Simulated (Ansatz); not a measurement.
Results of the Gaussian-basis code of Ansatz.

A structure relaxed at PBE0-D4/def2-TZVP, charge 0, multiplicity 1:

```
atom   x (Å)   y (Å)   z (Å)
  O1   0.110   1.853   0.803
 Ge2   0.372   0.610  -0.451
 Si3  -1.322  -1.016  -0.065
  S4   2.415  -0.259  -0.254
  H5   0.835   2.482   0.846
  H6   0.408   1.262  -1.849
  H7  -1.038  -1.683   1.231
  H8  -1.276  -2.018  -1.161
  H9  -2.661  -0.377  -0.024
 H10   2.159  -0.853   0.924
```

(1) Give its formula and SMILES.

(2) Summarise the bond lengths by kind.

## Answers

(1) GeH6OSSi, `[OH][GeH]([SiH3])[SH]`.

(2) 1 × Ge–O 1.785 Å; 1 × H–O 0.961 Å; 1 × Ge–Si 2.379 Å; 1 × Ge–S 2.229 Å; 1 × Ge–H 1.543 Å; 3 × H–Si 1.485 Å; 1 × H–S 1.343 Å.
